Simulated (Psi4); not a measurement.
C$_{2}$H$_{3}$ (SMILES [CH-]=C), charge -1, singlet, at a GFN2-xTB geometry (a gas-phase anion, which may not be bound at this level); CCSD/cc-pVDZ in Psi4.

Input for Psi4:
```
memory 2 GB

molecule {
-1 1
  C     0.00856514    0.13575372    0.76152728
  C    -0.00697222    0.01624273   -0.56463432
  H     0.02007549   -0.91762162    1.24606451
  H    -0.01955300    0.91982196   -1.20226169
  H    -0.01007999   -0.91417901   -1.22516056
}

set basis cc-pvdz
set puream true

energy('ccsd')
print_variables()
```

Output, abridged:

```
   => Loading Basis Set <=

    Name: CC-PVDZ
    Role: ORBITAL
    Keyword: BASIS

         ---------------------------------------------------------
                                   SCF
               by Justin Turney, Rob Parrish, Andy Simmonett
                          and Daniel G. A. Smith
                              RHF Reference
         ---------------------------------------------------------

  ==> Geometry <==

    Molecular point group: c1
    Full point group: C1

    Geometry (in Angstrom), charge = -1, multiplicity = 1:

       Center              X                  Y                   Z               Mass
    ------------   -----------------  -----------------  -----------------  -----------------
         C            0.008214232050     0.102270148243     0.718153375888    12.000000000000
         C           -0.007323127950    -0.017240841757    -0.608008224112    12.000000000000
         H            0.019724582050    -0.951105191757     1.202690605888     1.007825032230
         H           -0.019903907950     0.886338388243    -1.245635594112     1.007825032230
         H           -0.010430897950    -0.947662581757    -1.268534464112     1.007825032230

  Running in c1 symmetry.

  Rotational constants: A =      6.15805  B =      1.10391  C =      0.93610 [cm^-1]
  Rotational constants: A = 184613.83941  B =  33094.51861  C =  28063.71882 [MHz]
  Nuclear repulsion =   27.845883498989917

  Charge       = -1
  Multiplicity = 1
  Electrons    = 16
  Nalpha       = 8
  Nbeta        = 8

  ==> Algorithm <==

  SCF Algorithm Type is PK.
  DIIS enabled.
  MOM disabled.
  Fractional occupation disabled.
  Guess Type is SAD.
  Energy threshold   = 1.00e-08
  Density threshold  = 1.00e-08
  Integral threshold = 1.00e-12

  ==> Primary Basis <==

  Basis Set: CC-PVDZ
    Blend: CC-PVDZ
    Number of shells: 21
    Number of basis functions: 43
    Number of Cartesian functions: 45
    Spherical Harmonics?: true
    Max angular momentum: 2

  ==> Integral Setup <==

  Using in-core PK algorithm.
   Calculation information:
      Number of atoms:                   5
      Number of AO shells:              21
      Number of primitives:             59
      Number of atomic orbitals:        45
      Number of basis functions:        43

      Integral cutoff                 1.00e-12
      Number of threads:                 1

  Performing in-core PK
  Using 895862 doubles for integral storage.
  We computed 26796 shell quartets total.
  Whereas there are 26796 unique shell quartets.

  ==> DiskJK: Disk-Based J/K Matrices <==

    J tasked:                  Yes
    K tasked:                  Yes
    wK tasked:                  No
    Schwarz Cutoff:          1E-12

  Minimum eigenvalue in the overlap matrix is 5.2423703706E-03.
  Reciprocal condition number of the overlap matrix is 1.1858604717E-03.
    Using symmetric orthogonalization.

  ==> Pre-Iterations <==

  SCF Guess: Superposition of Atomic Densities via on-the-fly atomic UHF (no occupation information).

   -------------------------
    Irrep   Nso     Nmo
   -------------------------
     A         43      43
   -------------------------
    Total      43      43
   -------------------------

  ==> Iterations <==

                        Total Energy        Delta E     RMS |[F,P]|

   @RHF iter SAD:   -76.52277708655629   -7.65228e+01   0.00000e+00
   @RHF iter   1:   -77.22088039355958   -6.98103e-01   1.01490e-02 ADIIS/DIIS
   @RHF iter   2:   -77.32358991517492   -1.02710e-01   4.94906e-03 ADIIS/DIIS
   @RHF iter   3:   -77.34903660837158   -2.54467e-02   5.49634e-04 ADIIS/DIIS
   @RHF iter   4:   -77.34978148524362   -7.44877e-04   2.31350e-04 ADIIS/DIIS
   @RHF iter   5:   -77.34986202079193   -8.05355e-05   6.98861e-05 DIIS
   @RHF iter   6:   -77.34988388501813   -2.18642e-05   2.83359e-05 DIIS
   @RHF iter   7:   -77.34988627558454   -2.39057e-06   5.57264e-06 DIIS
   @RHF iter   8:   -77.34988637237191   -9.67874e-08   7.06418e-07 DIIS
[...]
  @RHF Final Energy:   -77.34988637404669
    Total Energy =                        -77.3498863740466902
[...]
    Print MP2 Amps? =     No
    Analyze T2 Amps =     No
    Print Pair Ener =     No
    Local CC        =     No
    SCS-MP2         =     False
    SCSN-MP2        =     False
    SCS-CCSD        =     False

MP2 correlation energy -0.2817966662331569
                Solving CC Amplitude Equations
                ------------------------------
  Iter             Energy              RMS        T1Diag      D1Diag    New D1Diag    D2Diag
  ----     ---------------------    ---------   ----------  ----------  ----------   --------
     0        -0.281796666233157    0.000e+00    0.000000    0.000000    0.000000    0.150250
     1        -0.298176274133147    5.750e-02    0.008294    0.025288    0.025288    0.160130
     2        -0.307797271075519    2.165e-02    0.009905    0.030416    0.030416    0.173073
     3        -0.309315632363943    8.616e-03    0.011649    0.035681    0.035681    0.177773
     4        -0.309328422760576    3.011e-03    0.012265    0.037581    0.037581    0.179805
     5        -0.309359972239957    1.237e-03    0.012544    0.038256    0.038256    0.180393
     6        -0.309356651390204    4.843e-04    0.012674    0.038560    0.038560    0.180447
     7        -0.309352187086091    1.791e-04    0.012702    0.038579    0.038579    0.180409
     8        -0.309353684364858    7.330e-05    0.012717    0.038592    0.038592    0.180399
     9        -0.309352669867471    2.314e-05    0.012717    0.038583    0.038583    0.180392
    10        -0.309352964747668    8.655e-06    0.012717    0.038579    0.038579    0.180393
    11        -0.309353084324380    2.678e-06    0.012717    0.038578    0.038578    0.180393
    12        -0.309353194275357    9.563e-07    0.012717    0.038578    0.038578    0.180393
    13        -0.309353209637328    2.902e-07    0.012717    0.038578    0.038578    0.180393
    14        -0.309353209421143    1.233e-07    0.012717    0.038578    0.038578    0.180393
    15        -0.309353208781521    5.008e-08    0.012717    0.038578    0.038578    0.180393

    Iterations converged.

    Largest TIA Amplitudes:
              6   2         0.0261698612
              6   7         0.0223727090
              7   0        -0.0167677550
              7   3         0.0163352196
              6  17         0.0133600704
              6  10         0.0082975126
              5   0        -0.0072372576
              7  12        -0.0068376324
              7   1        -0.0063894613
              7   6        -0.0062091269

    Largest TIjAb Amplitudes:
      6   6   2   2        -0.1126961551
      7   7   2   2        -0.0381356802
      6   6   2  10        -0.0375042580
      6   6  10   2        -0.0375042580
      7   7   9   9        -0.0334479757
      6   6   7   7        -0.0310580822
      4   4   6   6        -0.0252602413
      7   7   4   4        -0.0241159095
      6   6  10  10        -0.0219291047
      3   3   2   2        -0.0210436132

    SCF energy       (wfn)                    =  -77.349886374046690
    Reference energy (file100)                =  -77.349886374046989

    Opposite-spin MP2 correlation energy      =   -0.216673514231407
    Same-spin MP2 correlation energy          =   -0.065123152001750
    Singles MP2 correlation energy            =   -0.000000000000000
    MP2 correlation energy                    =   -0.281796666233157
      * MP2 total energy                      =  -77.631683040280151

    Opposite-spin CCSD correlation energy     =   -0.249731776407579
    Same-spin CCSD correlation energy         =   -0.059621432373942
    Singles CCSD correlation energy           =    0.000000000000000
    CCSD correlation energy                   =   -0.309353208781521
      * CCSD total energy                     =  -77.659239582828505

  Variable Map:
  ----------------------------------------------------------------------------
[...]
  Array Variable Map:
  ----------------------------------------------------------------------------
[...]
[...]
```
